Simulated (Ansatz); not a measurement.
`O=C=[N][Ti]([F])([F])[F]` + CH₃OH → `C[O][Ti]([F])([F])[F]` + `N=C=O` at 400 K and 1 bar (ligand exchange at a Ti–N bond).

Isolated molecules relaxed with PBE0-D4/def2-TZVP in Ansatz; ΔE leaves out vibrations. CCSD(T)/CBS adds triple-zeta CCSD(T) − MP2 to the extrapolated MP2 energy (def2 sets, frozen cores). This one scheme is used for every species. For Ti outer-core shells are correlated without core-valence functions, which leaves a few kJ/mol of doubt a bond. Scalar relativity is left out up to krypton. Each species was taken in one conformer, which may not be the lowest.

| species | CCSD(T)/CBS energy (Eh) | H − E (kJ/mol) | S (J/(mol·K)) |
| --- | --- | --- | --- |
| `O=C=[N][Ti]([F])([F])[F]` | -1316.47904 | 90.0 | 412.7 |
| CH₃OH | -115.61712 | 151.2 | 252.6 |
| `C[O][Ti]([F])([F])[F]` | -1263.58612 | 165.3 | 424.1 |
| `N=C=O` | -168.51995 | 72.4 | 252.4 |

H − E and S are ideal-gas, rigid-rotor, harmonic terms from PBE0-D4/def2-TZVP, for one conformer and one mirror image of each species. 1 Eh = 2625.50 kJ/mol, R = 8.31446 J/(mol·K).

Question: By hand: ΔE, ΔH, ΔS and ΔG.

Answer: ΔE = (-1263.58612) + (-168.51995) − (-1316.47904) − (-115.61712) = -0.00991 Eh = -26.0 kJ/mol. Δ(H − E) = 165.3 + 72.4 − 90.0 − 151.2 = -3.5, so ΔH = -29.5 kJ/mol. ΔS = 424.1 + 252.4 − 412.7 − 252.6 = 11.2 J/(mol·K). ΔG = -29.5 − 400 × (11.2)/1000 = -34.0 kJ/mol.

Question: By hand: the equilibrium constant, and the temperature at which ΔG would vanish if ΔH and ΔS stayed fixed.

Answer: log₁₀ K = −ΔG/(RT ln 10) = 4.4. ΔH and −TΔS have one sign here, so there is no such temperature.

The number of gas molecules stays the same, so ΔS is small and ΔH decides. A doubt of 5 kJ/mol in ΔE shifts log₁₀ K by 0.7 here. Other conformers and mirror images would add mixing entropy, several J/(mol·K) or more a flexible species. Modes under 60 cm⁻¹, often nearly free rotors, make the harmonic entropy too high. These are equilibria of isolated gas molecules and say nothing of rates. Largest T1 diagnostic: 0.023 (customary marks: 0.02 for closed shells, 0.045 for open ones).

ΔS is within the doubt of such terms, so its sign, and with it that verdict, could turn.
